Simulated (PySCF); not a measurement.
Gas-phase thermal properties of HOI

Method: PySCF energies (xtb for GFN2) plus ideal-gas RRHO corrections (1 bar). All species are closed-shell singlets. I: scalar-relativistic def2 core potential, no spin-orbit coupling. The harmonic model lacks anharmonicity and excited electronic states, which grow with temperature; levels with a mode under 35 cm⁻¹ are left out.

```
level           point group  σ  ZPE (kJ/mol)  S°298 (J/mol/K)  Cp298 (J/mol/K)  S°1000 (J/mol/K)  H1000 − H298 (kJ/mol)
--------------  -----------  -  ------------  ---------------  ---------------  ----------------  ---------------------
GFN2-xTB                 Cs  1          31.0            254.8             39.4             308.9                   32.1
PBE/def2-SVP             Cs  1          31.5            255.9             39.3             309.9                   32.0
PBE0/def2-TZVP           Cs  1          33.2            254.5             38.6             307.9                   31.6
```
σ: rotational symmetry number. Electronic degeneracy used: 1. Frequencies are unscaled.
